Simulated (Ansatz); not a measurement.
Consider the formal exchange of groups at the Se–C bond: `[AlH2]/[N]=C\[SeH]` + `FBF` → `FB(F)[SeH]` + `C=[N][AlH2]`.

Computed with Ansatz on PBE0-D4/def2-TZVP structures; ΔE is electronic, products minus reactants. CBS: MP2 limit from def2 TZ/QZ plus the TZ coupled-cluster correction, frozen cores. This one scheme is used for every species. Functionals use def2-TZVPP. B3LYP here is the variant with VWN-RPA as its local correlation; programs differ in this. For Se outer-core shells are correlated without core-valence functions, which leaves a few kJ/mol of doubt a bond. Scalar relativity is left out up to krypton. Each species was taken in one conformer, which may not be the lowest.

```tsv
level	ΔE (kcal/mol)
B3LYP-D4	-11.5
SCS-MP2/def2-QZVPP	-12.5
```

Task: What does CCSD(T)/CBS give? (An estimate is asked.)

Result: Computed: -13.5 kcal/mol. The listed levels differ from it by 2.0, 1.0 kcal/mol.

Largest T1 diagnostic among the species: 0.015.

Leaving LDA and LC-ωPBE aside and taking each functional with its dispersion term where it has one, the values, not all of them listed here, spread over 4.1 kcal/mol, from ωB97M-V to BLYP-D4. In def2-TZVPP, CCSD(T) changes the Hartree–Fock value by +1.5 kcal/mol (the triples alone add +0.7 kcal/mol) and MP2 by +2.7 kcal/mol.
